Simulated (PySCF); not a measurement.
Vanadium: a sound run and one with changed settings

Sound run: V⁺ [Ar] 3d4, V²⁺ [Ar] 3d3. Calculation: PySCF 2.14, in cc-pVDZ-DK (6s5p3d1f, 43 functions); scalar relativity by spin-free X2C-1e. In the sound run the correlated levels freeze [Ar]. The sound run starts from symmetry-adapted Hartree-Fock orbitals and uses a fine grid where one is needed.

Changed run: initial guess sap, at most 50 SCF cycles, level shift 0.1 hartree.

```json
{"species": "V⁺", "method": "UHF", "sound run (hartree)": "-947.91369", "changed run (hartree)": "-947.91369", "converged": "yes"}
{"species": "V⁺", "method": "LDA", "sound run (hartree)": "-946.71795", "changed run (hartree)": "-946.71402", "converged": "no"}
{"species": "V⁺", "method": "M06-L", "sound run (hartree)": "n/a", "changed run (hartree)": "-948.87537", "converged": "no"}
{"species": "V⁺", "method": "MP2", "sound run (hartree)": "-947.95153", "changed run (hartree)": "-947.94907", "converged": "yes"}
{"species": "V²⁺", "method": "UHF", "sound run (hartree)": "-947.42831", "changed run (hartree)": "-947.42831", "converged": "yes"}
{"species": "V²⁺", "method": "LDA", "sound run (hartree)": "-946.14231", "changed run (hartree)": "-946.14231", "converged": "yes"}
{"species": "V²⁺", "method": "M06-L", "sound run (hartree)": "-948.34587", "changed run (hartree)": "-948.34587", "converged": "yes"}
{"species": "V²⁺", "method": "MP2", "sound run (hartree)": "-947.44088", "changed run (hartree)": "-947.44019", "converged": "yes"}
```

Ionisation energy of V⁺:

```
 method  sound run (eV)  changed run (eV)
    UHF          13.208            13.208
    MP2          13.896            13.847
SCS-MP2          13.437            13.421
```

A level shift leaves the converged SCF energy unchanged but raises the virtual orbital energies, which shrinks MP2 if it is not removed.

For comparison, NIST gives 14.634 ± 0.007 eV between the lowest levels.
